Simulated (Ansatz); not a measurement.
Ideal-gas functions of Cl2FGeH3OSi, SMILES `F[Si](Cl)(Cl)[O][GeH3]` at 298.15 K and 1 bar, from an Ansatz frequency run at PBE0-D4/def2-TZVP.

Molar mass 209.62 g/mol, point group C1 (symmetry number 1), electronic degeneracy 1, moments of inertia 301.379, 713.172, 804.609 u Å². Harmonic wavenumbers (cm⁻¹, unscaled): 17, 33, 62, 171, 210, 249, 301, 310, 443, 622, 622, 645, 654, 847, 871, 871, 937, 1110, 2181, 2188, 2205.

Use S(trans) = R[1.5 ln M + 2.5 ln T − 1.1517]; rotational temperatures θ = 24.2544 K / I; S(rot) = R[ln(√π/σ · √(T³/θAθBθC)) + 1.5]; for each mode x = 1.438777 ν̃/T, S = R[x/(eˣ − 1) − ln(1 − e⁻ˣ)] and H = RT x/(eˣ − 1); 1 cm⁻¹ = 0.0119627 kJ/mol; R = 8.31446 J/(mol·K).

By hand: the entropy, in J/(mol·K).

Translation 175.5. Rotation: θ = 0.0805, 0.034, 0.0301 K, giving 127.4. Vibration, mode by mode: 29.11, 23.60, 18.38, 10.14, 8.55, 7.27, 5.91, 5.70, 3.42, 1.73, 1.73, 1.58, 1.53, 0.72, 0.66, 0.66, 0.50, 0.25, 0.00, 0.00, 0.00, in all 121.4. Electronic 0.0. Sum 424.3 J/(mol·K).

By hand: H − E and G − E in kJ/mol, counted from the electronic energy.

Zero-point energy ½ × 15549 × 0.0119627 = 93.0; thermal vibration 16.1; translation, rotation and pV give 4 RT = 9.9. H − E = 119.0 kJ/mol, and G − E = 119.0 − 298.15 × 424.3/1000 = -7.5 kJ/mol.

Vibration gives 29 % of the entropy, 71.1 J/(mol·K) of it from the modes under 150 cm⁻¹: soft modes count most, and the harmonic formula is weakest for them. The sum counts one conformer and one mirror image; others add a mixing term.
